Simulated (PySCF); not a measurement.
A structure optimised at PBE0-D3(BJ)/def2-SVP, used in a PySCF frequency run:

```xyz
11

C     -2.3399     0.1969     0.4110
C     -1.2262    -0.8182     0.1524
Si     0.4244    -0.0422    -0.0750
F      0.4397     0.9707    -1.3214
F      1.5779    -1.1267    -0.3367
F      0.8634     0.8105     1.2134
H     -2.1421     0.7856     1.3195
H     -2.4394     0.9043    -0.4262
H     -3.3110    -0.3025     0.5423
H     -1.1435    -1.5384     0.9843
H     -1.4379    -1.4203    -0.7478
```
Charge 0, spin multiplicity 1.

Write its SMILES and formula.

CC[Si](F)(F)F, C2H5F3Si

What are its rotational constants (standard atomic weights)?

3.7487, 2.0433, 2.0224 GHz
